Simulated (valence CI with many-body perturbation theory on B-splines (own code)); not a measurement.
Mg7+: electric-dipole lines

Level of theory: valence CI with perturbative core correlation (CI+MBPT): three valence electrons over a frozen Dirac-Fock core [He], radial functions for each j: 11 s, 11 p, 9 d, 7 f, 5 g, 2 h, 1 i, with the one-electron correlation potential Σ1, the two-electron term Σ2, the three-electron term Σ3, Breit, model QED; selected CI, second order for the rest, scaled by the run's own slope (own B-spline code, finite nucleus).

No measured spectrum was set against this ion. As an estimate, levels hold to about 100 cm⁻¹ or 0.05 % of their energy and the worst to 300 or 400 cm⁻¹, as in measured light ions of charge 2 to 7.

Lines 151 to 200 of 259 in falling wavelength, among levels below 199.92 eV, chosen from the strongest by gf and those to the six lowest levels. Wavelengths and rates use the calculated energies, so an error of 200 cm⁻¹ moves a line at 8.040 nm by 0.016 % and its rate by three times that or more. Electric multipoles are in the length gauge, E1 and E2 with the static RPA response of the core. Weak lines are less certain than strong ones. Lines between different terms over intervals too small for the method are left out, as are lines whose strength nearly cancels. The highest levels of a list are the least certain.

Letters in brackets count levels of one name in rising energy.

| λ vac (nm) | Upper | Lower | A (s⁻¹) | S (a.u.) with core polarisation | S without |
| --- | --- | --- | --- | --- | --- |
| 8.040 | 2s.2p.3d 4D°_3/2 | 2s.2p2 2D_5/2 | 4.24e+08 | 4.35e-04 | 4.36e-04 |
| 8.038 | 2s.2p.3d 4D°_5/2 | 2s.2p2 2D_5/2 | 5.95e+09 | 9.15e-03 | 9.18e-03 |
| 8.032 | 2s.2p.3d 4D°_7/2 | 2s.2p2 2D_5/2 | 5.94e+06 | 1.22e-05 | 1.22e-05 |
| 8.027 | 2s.2p.3d 2D°_3/2 [a] | 2s.2p2 2D_3/2 | 1.56e+11 | 1.59e-01 | 1.60e-01 |
| 8.026 | 2s.2p.3d 2D°_3/2 [a] | 2s.2p2 2D_5/2 | 1.52e+10 | 1.55e-02 | 1.56e-02 |
| 8.024 | 2s.2p.3d 2D°_5/2 [a] | 2s.2p2 2D_3/2 | 1.64e+10 | 2.51e-02 | 2.51e-02 |
| 8.024 | 2s.2p.3d 2D°_5/2 [a] | 2s.2p2 2D_5/2 | 1.50e+11 | 2.29e-01 | 2.30e-01 |
| 7.998 | 2s.2p.3s 2P°_1/2 [a] | 2s.2p2 4P_3/2 | 1.68e+07 | 8.47e-06 | 8.43e-06 |
| 7.994 | 2s.2p.3s 2P°_3/2 [a] | 2s.2p2 4P_5/2 | 1.10e+07 | 1.11e-05 | 1.10e-05 |
| 7.992 | 2s.2p.3d 4P°_5/2 | 2s.2p2 2D_5/2 | 4.74e+09 | 7.16e-03 | 7.18e-03 |
| 7.987 | 2s.2p.3d 4P°_3/2 | 2s.2p2 2D_5/2 | 1.88e+08 | 1.89e-04 | 1.89e-04 |
| 7.983 | 2s.2p.3s 2P°_3/2 [a] | 2s.2p2 4P_3/2 | 1.53e+07 | 1.53e-05 | 1.52e-05 |
| 7.976 | 2s.2p.3s 2P°_3/2 [a] | 2s.2p2 4P_1/2 | 1.80e+07 | 1.80e-05 | 1.79e-05 |
| 7.970 | 2s.2p.3s 2P°_1/2 [b] | 2s.2p2 2D_3/2 | 4.26e+10 | 2.13e-02 | 2.11e-02 |
| 7.969 | 2s.2p.3s 2P°_3/2 [b] | 2s.2p2 2D_5/2 | 3.94e+10 | 3.94e-02 | 3.91e-02 |
| 7.859 | 2s.2p.3d 2F°_5/2 [a] | 2s.2p2 2D_3/2 | 3.82e+11 | 5.49e-01 | 5.50e-01 |
| 7.858 | 2s.2p.3d 2F°_5/2 [a] | 2s.2p2 2D_5/2 | 3.38e+10 | 4.85e-02 | 4.87e-02 |
| 7.846 | 2s.2p.3d 2F°_7/2 [a] | 2s.2p2 2D_5/2 | 4.27e+11 | 8.15e-01 | 8.17e-01 |
| 7.808 | 2s.2p.3d 2P°_3/2 | 2s.2p2 2D_5/2 | 6.18e+09 | 5.81e-03 | 5.85e-03 |
| 7.770 | 2s.2p.3d 2D°_3/2 [b] | 2s.2p2 2P_3/2 | 7.47e+10 | 6.92e-02 | 6.94e-02 |
| 7.768 | 2s.2p.3d 2D°_5/2 [b] | 2s.2p2 2P_3/2 | 4.59e+11 | 6.37e-01 | 6.39e-01 |
| 7.758 | 2s.2p.3d 2D°_3/2 [b] | 2s.2p2 2P_1/2 | 3.79e+11 | 3.50e-01 | 3.51e-01 |
| 7.522 | 2s.2p.3d 4F°_3/2 | 2s.2p2 4P_5/2 | 5.96e+07 | 5.01e-05 | 5.02e-05 |
| 7.519 | 2s.2p.3d 4F°_5/2 | 2s.2p2 4P_5/2 | 8.04e+08 | 1.01e-03 | 1.01e-03 |
| 7.513 | 2s.2p.3d 4F°_7/2 | 2s.2p2 4P_5/2 | 3.27e+09 | 5.48e-03 | 5.49e-03 |
| 7.513 | 2s.2p.3d 4F°_3/2 | 2s.2p2 4P_3/2 | 6.68e+08 | 5.59e-04 | 5.60e-04 |
| 7.509 | 2s.2p.3d 4F°_5/2 | 2s.2p2 4P_3/2 | 1.96e+09 | 2.46e-03 | 2.47e-03 |
| 7.506 | 2s.2p.3d 4F°_3/2 | 2s.2p2 4P_1/2 | 5.36e+08 | 4.48e-04 | 4.49e-04 |
| 7.505 | 2s2.3d 2D_3/2 | 2s2.2p 2P°_3/2 | 7.15e+10 | 5.97e-02 | 5.98e-02 |
| 7.504 | 2s2.3d 2D_5/2 | 2s2.2p 2P°_3/2 | 4.29e+11 | 5.36e-01 | 5.38e-01 |
| 7.486 | 2s2.3d 2D_3/2 | 2s2.2p 2P°_1/2 | 3.59e+11 | 2.97e-01 | 2.98e-01 |
| 7.443 | 2s.2p.3d 4D°_3/2 | 2s.2p2 4P_5/2 | 1.55e+10 | 1.26e-02 | 1.26e-02 |
| 7.441 | 2s.2p.3d 4D°_5/2 | 2s.2p2 4P_5/2 | 1.10e+11 | 1.35e-01 | 1.35e-01 |
| 7.437 | 2s.2p.3d 4D°_7/2 | 2s.2p2 4P_5/2 | 6.52e+11 | 1.06e+00 | 1.06e+00 |
| 7.435 | 2s.2p.3d 4D°_1/2 | 2s.2p2 4P_3/2 | 8.59e+10 | 3.49e-02 | 3.49e-02 |
| 7.434 | 2s.2p.3d 4D°_3/2 | 2s.2p2 4P_3/2 | 3.05e+11 | 2.47e-01 | 2.48e-01 |
| 7.432 | 2s.2p.3d 4D°_5/2 | 2s.2p2 4P_3/2 | 5.10e+11 | 6.20e-01 | 6.21e-01 |
| 7.432 | 2s.2p.3d 2D°_3/2 [a] | 2s.2p2 4P_5/2 | 1.42e+09 | 1.15e-03 | 1.15e-03 |
| 7.430 | 2s.2p.3d 2D°_5/2 [a] | 2s.2p2 4P_5/2 | 2.47e+10 | 3.00e-02 | 3.01e-02 |
| 7.429 | 2s.2p.3d 4D°_1/2 | 2s.2p2 4P_1/2 | 5.69e+11 | 2.30e-01 | 2.31e-01 |
| 7.428 | 2s.2p.3d 4D°_3/2 | 2s.2p2 4P_1/2 | 3.20e+11 | 2.59e-01 | 2.59e-01 |
| 7.423 | 2s.2p.3d 2D°_3/2 [a] | 2s.2p2 4P_3/2 | 6.67e+09 | 5.39e-03 | 5.40e-03 |
| 7.421 | 2s.2p.3d 2D°_5/2 [a] | 2s.2p2 4P_3/2 | 9.84e+09 | 1.19e-02 | 1.19e-02 |
| 7.416 | 2s.2p.3d 2D°_3/2 [a] | 2s.2p2 4P_1/2 | 2.57e+09 | 2.07e-03 | 2.08e-03 |
| 7.402 | 2s.2p.3d 4P°_5/2 | 2s.2p2 4P_5/2 | 3.08e+11 | 3.70e-01 | 3.72e-01 |
| 7.398 | 2s.2p.3d 4P°_3/2 | 2s.2p2 4P_5/2 | 1.75e+11 | 1.40e-01 | 1.41e-01 |
| 7.393 | 2s.2p.3d 4P°_5/2 | 2s.2p2 4P_3/2 | 4.29e+10 | 5.14e-02 | 5.15e-02 |
| 7.389 | 2s.2p.3d 4P°_3/2 | 2s.2p2 4P_3/2 | 8.52e+10 | 6.79e-02 | 6.81e-02 |
| 7.387 | 2s.2p.3d 4P°_1/2 | 2s.2p2 4P_3/2 | 3.20e+11 | 1.27e-01 | 1.28e-01 |
| 7.383 | 2s.2p.3d 4P°_3/2 | 2s.2p2 4P_1/2 | 9.80e+10 | 7.79e-02 | 7.81e-02 |
